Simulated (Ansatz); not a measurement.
A nudged elastic band was laid between two geometries of CH₇NOSi (11 atoms, charge 0, multiplicity 1).

Theory: RKS B3LYP/def2-mTZVP in Ansatz.

```yaml
movable_images: 7
climbing_image: yes
spring: 5.0 eV/Å²
optimiser: quadratic models (default)
start_path: through a guess of the saddle point
force_threshold: 0.05 eV/Å
iteration_limit: 60
end_points: relaxed
```

First end point:

```xyz
11
Properties=species:S:1:pos:R:3
Si -0.122 0.413 -0.230
N 1.391 -0.103 -0.874
O -0.010 1.548 0.990
H 0.539 2.322 0.816
H -0.831 0.987 -1.402
C -1.060 -0.994 0.564
H 1.761 0.266 -1.737
H 2.103 -0.570 -0.330
H -1.994 -0.643 1.008
H -0.477 -1.459 1.363
H -1.300 -1.768 -0.168
```

Last end point:

```xyz
11
Properties=species:S:1:pos:R:3
Si -0.514 0.733 0.198
N 1.332 0.434 -0.553
O -0.235 1.716 1.357
H 1.728 1.369 -0.648
H -1.107 1.192 -1.099
C -1.035 -1.056 0.462
H 1.424 -0.051 -1.445
H 1.898 -0.051 0.143
H -2.080 -1.088 0.782
H -0.451 -1.538 1.250
H -0.962 -1.660 -0.448
```

Problem. Which bonds break or form, and what moves?

Solution. Bonds broken: O3–H4. Bonds formed: N2–H4.

Problem. Give the energies along the band, and the barrier.

Solution. The forces met the threshold. The highest image is number 4 of 0 to 8, 40.1 kcal/mol above the first end and 12.8 kcal/mol above the last; the last end lies 27.2 kcal/mol above the first. A vibrational analysis at the climbing image gives one clearly imaginary mode, 1528i cm⁻¹: a first-order saddle point. The orbitals stay closed-shell, which can raise the energy where a bond breaks towards radicals; this wasn't checked here.

```tsv
image	path coordinate (Å)	energy (kcal/mol)	O3–H4 (Å)	N2–H4 (Å)
0	0.00	0.0	0.96	3.08
1	0.48	0.7	0.96	2.84
2	0.96	4.3	0.97	2.40
3	1.43	17.2	1.01	1.80
4	1.91	40.1	1.38	1.25
5	2.47	29.2	2.11	1.03
6	3.02	27.5	2.55	1.02
7	3.58	27.4	2.67	1.02
8	4.13	27.2	2.83	1.02
```

Problem. What is the geometry of the highest image?

Solution. 
```xyz
11
Properties=species:S:1:pos:R:3
Si -0.417 0.568 -0.148
N 1.411 0.350 -0.561
O 0.082 1.764 0.792
H 1.259 1.284 0.250
H -1.105 0.877 -1.430
C -1.112 -1.009 0.580
H 1.758 0.626 -1.476
H 1.934 -0.456 -0.227
H -2.128 -0.838 0.946
H -0.519 -1.350 1.431
H -1.164 -1.816 -0.156
```

Problem. What are the harmonic wavenumbers there?

Solution. 1528i, 142, 193, 256, 372, 494, 633, 670, 687, 750, 847, 860, 874, 930, 1068, 1329, 1459, 1479, 1487, 1592, 1915, 2193, 3028, 3089, 3100, 3486, 3580 cm⁻¹.

The band took 11 iterations and roughly 6 core-minutes.

Run time: 3 min on 2 threads of Arm Neoverse V2, with other jobs on the host, peak memory 0.21 GiB.
